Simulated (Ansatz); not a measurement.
`CO[SiH](F)[GeH3]` → `[F][GeH3]` + `CO[SiH]`  (silylene formation by 1,1-elimination)

Computed with Ansatz on PBE0-D4/def2-TZVP structures; ΔE is electronic, products minus reactants. CBS: MP2 limit from def2 TZ/QZ plus the TZ coupled-cluster correction, frozen cores. For Ge outer-core shells are correlated without core-valence functions, which leaves a few kJ/mol of doubt a bond. Scalar relativity is left out up to krypton. One conformer a species, not always the lowest.

`CO[SiH](F)[GeH3]`:

```xyz
12

C    -0.122    2.158    0.800
O     0.178    0.786    0.639
Si   -0.173   -0.095   -0.684
F     0.733    0.370   -1.923
Ge    0.312   -2.358   -0.160
H    -0.139    2.381    1.868
H     0.641    2.777    0.321
H    -1.100    2.408    0.374
H    -1.574    0.174   -1.108
H    -0.599   -2.837    0.982
H     0.065   -3.253   -1.385
H     1.777   -2.510    0.276
```

`[F][GeH3]`:

Cartesian coordinates in Å:
```
F -0.359 -1.424 -0.754
Ge 0.020 0.078 0.042
H -0.109 1.173 -1.025
H -1.005 0.236 1.171
H 1.454 -0.063 0.566
```

`CO[SiH]`:

Cartesian coordinates in Å:
```
C 0.142 -0.776 -0.067
O -0.461 0.269 -0.796
Si -0.639 1.858 -0.434
H -0.598 -1.558 0.118
H 0.535 -0.411 0.888
H 0.957 -1.202 -0.657
H 0.064 1.820 0.949
```

| level | ΔE (eV) |
| --- | --- |
| HF/def2-TZVPP | 2.79 |
| SCS-MP2/def2-TZVPP | 2.90 |

(1) What does CCSD(T)/CBS give? (Estimate.)

Largest T1 diagnostic among the species: 0.015.

Answers

(1) Computed: +3.02 eV. The listed levels differ from it by -0.23, -0.12 eV.

In def2-TZVPP, CCSD(T) changes the Hartree–Fock value by +0.11 eV (the triples alone add +0.01 eV) and MP2 by +0.25 eV. From PBE to PBE0 (25 % exact exchange), in def2-TZVPP and without D4, ΔE moves by +0.17 eV.

CCSD(T)/CBS has its own doubt, a few kJ/mol and more with outer-core shells, so smaller differences from it don't rank the levels.
